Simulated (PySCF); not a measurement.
Members of one series of related molecules.

All values: PBE0/pcSseg-1 (PySCF) at GFN2-xTB geometries, gas phase, one conformer each.

Task: Rank by the highest Hirshfeld charge on any atom, lowest value first.
A. `CNN1CCCC1`
B. `CCN(C)N1CCCC1`
C. `CN([SiH3])N1CCCC1`

Result: B (+0.044 e), A (+0.094 e), C (+0.328 e).

Task: Rank by HOMO–LUMO gap, highest first.
A. `CNN1CCCC1`
B. `CN([SiH3])N1CCCC1`
C. `C=CN(C)N1CCCC1`

Result: A (7.36 eV), B (7.12 eV), C (6.69 eV).

Task: Rank by the highest IAO charge on any atom, lowest value first.
A. `CN([SiH3])N1CCCC1`
B. `CNN1CCCC1`
C. `CN(C)N1CCCC1`

Result: C (+0.157 e), B (+0.208 e), A (+0.706 e).

All values together:

```csv
SMILES,change,formula,μ (D),HOMO (eV),LUMO (eV),lowest IAO charge (e),highest IAO charge (e),lowest Hirshfeld charge (e),highest Hirshfeld charge (e)
CN(C)N1CCCC1,parent,C6H14N2,0.99,-5.96,1.35,-0.320 (C),+0.157 (H),-0.083 (C),+0.045 (H)
CCN(C)N1CCCC1,CH3 replaced by C2H5,C7H16N2,1.26,-5.81,1.30,-0.419 (C),+0.150 (H),-0.130 (C),+0.044 (H)
CN([SiH3])N1CCCC1,CH3 replaced by SiH3,C5H14N2Si,0.67,-6.25,0.87,-0.431 (N),+0.706 (Si),-0.134 (N),+0.328 (Si)
CNN1CCCC1,CH3 replaced by H,C5H12N2,1.59,-6.12,1.24,-0.316 (N),+0.208 (H),-0.123 (N),+0.094 (H)
C=CN(C)N1CCCC1,CH3 replaced by vinyl,C7H14N2,1.46,-5.61,1.09,-0.434 (C),+0.164 (H),-0.168 (C),+0.046 (H)
```

Conformers: `[CH3:1][N:2]([CH3:3])[N:4]1[CH2:5][CH2:6][CH2:7][CH2:8]1` with C1–N2–N4–C5 149°, N2–N4–C5–C6 180°, N4–C5–C6–C7 -35°, C5–C6–C7–C8 13°, C6–C7–C8–N4 13°; `[CH3:1][CH2:2][N:3]([CH3:4])[N:5]1[CH2:6][CH2:7][CH2:8][CH2:9]1` with C1–C2–N3–C4 170°, C2–N3–N5–C6 -81°, N3–N5–C6–C7 -134°, N5–C6–C7–C8 -23°, C6–C7–C8–C9 38°, C7–C8–C9–N5 -39°; `[CH3:1][N:2]([SiH3:3])[N:4]1[CH2:5][CH2:6][CH2:7][CH2:8]1` with C1–N2–N4–C5 111°, N2–N4–C5–C6 172°, N4–C5–C6–C7 -31°, C5–C6–C7–C8 8°, C6–C7–C8–N4 18°; `[CH3:1][NH:2][N:3]1[CH2:4][CH2:5][CH2:6][CH2:7]1` with C1–N2–N3–C4 -87°, N2–N3–C4–C5 -99°, N3–C4–C5–C6 -37°, C4–C5–C6–C7 35°, C5–C6–C7–N3 -21°; `[CH2:1]=[CH:2][N:3]([CH3:4])[N:5]1[CH2:6][CH2:7][CH2:8][CH2:9]1` with C1–C2–N3–C4 10°, C2–N3–N5–C6 -58°, N3–N5–C6–C7 144°, N5–C6–C7–C8 -33°, C6–C7–C8–C9 38°, C7–C8–C9–N5 -30°.

Task: Give the shifts from the parent, `CN(C)N1CCCC1`.

Result: 
| SMILES | change in μ (D) | change in HOMO (eV) | change in LUMO (eV) |
| --- | --- | --- | --- |
| CCN(C)N1CCCC1 | +0.27 | +0.15 | -0.05 |
| CN([SiH3])N1CCCC1 | -0.32 | -0.29 | -0.48 |
| CNN1CCCC1 | +0.60 | -0.16 | -0.11 |
| C=CN(C)N1CCCC1 | +0.47 | +0.35 | -0.26 |
